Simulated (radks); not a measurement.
Removal energies from the cadmium ion Cd11+, [Kr] 4d(3/2: 1, 5/2: 0), by Delta-SCF beside the eigenvalue of the level emptied. Calculated with a radial shooting solver on a logarithmic mesh with Libxc functionals: Dirac Kohn-Sham, BLYP, spin-unpolarised, spherical densities, finite nucleus; Fermi nuclear charge, rms radius of each element as measured or else 0.836 A^(1/3) + 0.57 fm. Sub-shells are occupied by j as written (lower j first in brackets).

removed from                                  final configuration  Delta-SCF (eV)  -eigenvalue (eV)
4d3/2                                                        [Kr]          218.75            206.91
4p3/2         [Ar] 3d10 4s2 4p(1/2: 2, 3/2: 3) 4d(3/2: 1, 5/2: 0)          281.08            268.41
4p1/2         [Ar] 3d10 4s2 4p(1/2: 1, 3/2: 4) 4d(3/2: 1, 5/2: 0)          288.69            275.75
4s1/2                        [Ar] 3d10 4s1 4p6 4d(3/2: 1, 5/2: 0)          326.59            313.25
